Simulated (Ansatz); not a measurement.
A structure relaxed at B3LYP-D4/def2-TZVP in Ansatz, charge 0, singlet:

Cartesian coordinates in Å:
```
Mg 0.9633 0.7308 1.0127
Mg -0.5973 0.7328 -1.2625
Te -0.3660 -1.4636 0.2498
```

(1) Give its formula and point group.

(2) Summarise the bond lengths by kind (pairs closer than 1.2 times the sum of covalent radii, bridged metal pairs left out).

## Answers

(1) Mg2Te. Point group C2v (tolerance 0.1 Å).

(2) 2 × Mg–Te 2.68 Å.

In the def2 sets Te takes a core potential; there is no spin–orbit coupling. The restricted singlet is unstable towards broken spin symmetry at other levels; at B3LYP-D4/def2-TZVP this wasn't settled. At B3LYP-D4/def2-TZVP a triplet of charge 0 lies 0.19 eV below the restricted singlet, each at its own geometry. The structure comes from a short search, and lower isomers may exist.
